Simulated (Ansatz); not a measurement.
Input file for Ansatz (a program for electronic structure): R-PBE/def2-TZVPPD on HCl (SMILES Cl) with ghost functions, monomers drawn apart or pushed together. Files ending in .json are basis or fitting sets from the Basis Set Exchange.

Ansatz 0.2 input:
```yaml
crystal:
  periodic: [false, false, false]
  atoms:
    - {symbol: Cl, position_ang: [-0.82228556, 0.45499640, -0.43238706]}
    - {symbol: H, position_ang: [-0.72558065, -0.38573706, 0.53624912]}
basis:
  gaussian:
    orbitals: def2-TZVPPD.json
    ghost_atoms:
      - {symbol: O, position_ang: [0.68900157, -0.40333818, 6.38962102]}
      - {symbol: Si, position_ang: [0.45377075, 0.11534717, 4.84182455]}
      - {symbol: H, position_ang: [1.42609468, -0.98933417, 6.57665654]}
      - {symbol: H, position_ang: [1.67140184, 0.73647631, 4.27117126]}
      - {symbol: H, position_ang: [-0.65844398, 1.08022280, 4.89142231]}
      - {symbol: H, position_ang: [0.07534306, -1.01969219, 3.95168114]}
hamiltonian:
  xc: {name: PBE}
scf: {lower_state_search: off}
```

The head of its log:

```
Functional definition: PBE
[...]
these checks for a lower state are left out or cut short: stability, starts, cluster_reference, orbital_swaps, neighbouring_geometries, increment
integrals: 0.13 GiB planned
1075 factors; their error is unknown
mean field: 0.85 GiB planned
mean field evaluation 1: about -12534.0177 eV, gradient 1.2e1 eV
mean field evaluation 2: about -12533.9656 eV, gradient 1.4e1 eV
```

Q: Give the final energy of this run.

A: -460.6292 hartree.
